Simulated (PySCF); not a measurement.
# Ne²⁺ (neon, charge +2) across methods

[He] 2s2 2p4, high-spin 3P determinant. Calculation: PySCF 2.14, in x2c-TZVPPall with one added diffuse shell each of s, p, d type (6s4p3d1f, 40 functions); scalar relativity by spin-free X2C-1e.

```
 method  E (hartree)  mean ε 2s β (eV)  mean ε 2p α (eV)  mean ε 2p β (eV)  Σ⟨r²⟩ (bohr²)   ⟨S²⟩
r2SCANh    -126.7669           -76.715           -59.342           -54.574          4.977  2.002
    UHF   -126.51378           -86.614           -70.105           -64.135          4.956  2.004
   BP86    -126.7945           -75.038           -56.821           -52.695          5.007  2.001
    PBE    -126.6930           -74.820           -56.786           -52.535          5.024  2.001
    LDA    -126.0255           -74.779           -56.870           -52.124          5.044  2.001
  HSE06    -126.7215           -77.708           -59.887           -55.374          4.998  2.002
wB97X-V    -126.7734           -80.991           -62.551           -58.143          5.010  2.002
 r2SCAN    -126.7670           -75.487           -58.066           -53.390          4.981  2.002
   PBE0    -126.7107           -78.166           -60.337           -55.744          4.997  2.002
```
